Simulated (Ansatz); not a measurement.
`C[Se]BF` + `[OH][GeH3]` → `FB[O][GeH3]` + `C[SeH]` at 500 K and 1 bar (ligand exchange at a B–Se bond).

Calculated with Ansatz (gas phase, PBE0-D4/def2-TZVP geometries, no zero-point term in ΔE). CCSD(T)/CBS adds triple-zeta CCSD(T) − MP2 to the extrapolated MP2 energy (def2 sets, frozen cores). For Ge, Se outer-core shells are correlated without core-valence functions, which leaves a few kJ/mol of doubt a bond. Scalar relativity is left out up to krypton. One conformer a species, not always the lowest.

| species | CCSD(T)/CBS energy (Eh) | H − E (kJ/mol) | S (J/(mol·K)) |
| --- | --- | --- | --- |
| `C[Se]BF` | -2565.82397 | 176.9 | 372.7 |
| `[OH][GeH3]` | -2153.69723 | 124.0 | 309.0 |
| `FB[O][GeH3]` | -2278.39547 | 153.5 | 381.4 |
| `C[SeH]` | -2441.15625 | 142.1 | 299.3 |

H − E and S are ideal-gas, rigid-rotor, harmonic terms from PBE0-D4/def2-TZVP, for one conformer and one mirror image of each species. 1 Eh = 2625.50 kJ/mol, R = 8.31446 J/(mol·K).

By hand: ΔE, ΔH, ΔS and ΔG.

ΔE = (-2278.39547) + (-2441.15625) − (-2565.82397) − (-2153.69723) = -0.03052 Eh = -80.1 kJ/mol. Δ(H − E) = 153.5 + 142.1 − 176.9 − 124.0 = -5.3, so ΔH = -85.4 kJ/mol. ΔS = 381.4 + 299.3 − 372.7 − 309.0 = -1.0 J/(mol·K). ΔG = -85.4 − 500 × (-1.0)/1000 = -84.9 kJ/mol.

By hand: the equilibrium constant, and the temperature at which ΔG would vanish if ΔH and ΔS stayed fixed.

log₁₀ K = −ΔG/(RT ln 10) = 8.9. ΔG = 0 at ΔH/ΔS = 85400 K, far beyond where these terms or the molecules hold.

The number of gas molecules stays the same, so ΔS is small and ΔH decides. A doubt of 5 kJ/mol in ΔE shifts log₁₀ K by 0.5 here. Other conformers and mirror images would add mixing entropy, several J/(mol·K) or more a flexible species. These are equilibria of isolated gas molecules and say nothing of rates. Largest T1 diagnostic: 0.013 (customary marks: 0.02 for closed shells, 0.045 for open ones).
